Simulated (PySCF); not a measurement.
Compound: C2H10Ge2OSi.
Atom-mapped SMILES: `[CH2:1]=[CH:2][GeH2:3][GeH2:4][O:5][SiH3:6]`

Method used: PySCF 2.14.0, delta-SCF UKS SCAN, pcX-2 on the ionised atom, pcseg-1 elsewhere, spin-free X2C. Binding energies are ΔSCF values: E(core-ionised, relaxed orbitals) − E(ground state) at a fixed geometry, referred to the vacuum level.

Some binding energies are withheld.

```
atom(s)                  bonded to     level  binding energy (eV)
     C1    C (double bond) and 2 H      C 1s               290.37
     C2  C (double bond), H and Ge      C 1s               290.23
     O5                  Ge and Si      O 1s               537.12
    Si6                  O and 3 H     Si 1s                    ?
    Si6                  O and 3 H  Si 2p3/2                    ?
```

(1) What is the Si 1s binding energy of Si6?

(2) What is the Si 2p3/2 binding energy of Si6?

Answers

(1) 1847.09 eV (oxygen-bound silicon).

(2) 107.16 eV (oxygen-bound silicon), with 2p1/2 at 107.79 eV.

The 2 C 1s values lie within 0.14 eV of each other; Gaussian lines of 0.5 eV full width would blend them into one maximum.

Question: Which effective nuclear charge Zeff reproduces each element's mean 1s value in the hydrogen-like formula E = 13.606 eV × Zeff²?

Answer: C (Z = 6): mean 290.3 eV, Zeff = 4.62, Z − Zeff = 1.38; O (Z = 8): mean 537.1 eV, Zeff = 6.28, Z − Zeff = 1.72; Si (Z = 14): mean 1847.1 eV, Zeff = 11.65, Z − Zeff = 2.35. Means run over the listed sites, weighted by atom count.

Spin–orbit coupling isn't in the SCF: each 2p doublet comes from a relaxed spin-free hole plus a matrix of the shell (mean-field spin–orbit coupling and the ground-state 2p splitting), with 2p3/2 averaged over its two sublevels. 2p1/2 minus 2p3/2 (ligand field included): Si 0.62 eV. No level of germanium is listed. Geometry: PBE0-D3(BJ)/def2-SVP, one conformer, isolated molecule.

Shape of the structure used: `[CH2:1]=[CH:2][GeH2:3][GeH2:4][O:5][SiH3:6]`: C1–C2–Ge3–Ge4 10°, C2–Ge3–Ge4–O5 -49°, Ge3–Ge4–O5–Si6 -59°.
